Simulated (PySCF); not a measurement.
Computed shifts of a molecule C₂H₅F₂NSi, PBE0/pcSseg-1 in PySCF, GIAO, gas phase, atoms alike by connectivity averaged where their shifts nearly agree, in ppm (number of nuclei): ¹³C: 180.3 (1), 60.6 (1). ¹⁵N: 474.3 (1). ²⁹Si: -25.3 (1). ¹⁹F: -160.5 (2). ¹H: 8.73 (1), 5.02 (1), 4.09 (3). References: ¹³C against TMS (σ = 186.3 ppm); ¹⁵N against NH3 (σ = 267.4 ppm); ²⁹Si against TMS (σ = 352.7 ppm); ¹⁹F against CFCl3 (σ = 167.2 ppm); ¹H against TMS (σ = 31.56 ppm), references at their B3LYP-D3(BJ)/def2-TZVP geometries, non-relativistic. Geometry: r2SCAN-D4/def2-SVP. One conformer was computed; it need not be the lowest.

Question: Identify the compound among the candidates.
A) F[Si]1(F)CNC1
B) FC(F)/N=C/[SiH3]
C) C/N=C/[SiH](F)F
D) FC(F)/C=N/[SiH3]

Answer: C, C/N=C/[SiH](F)F
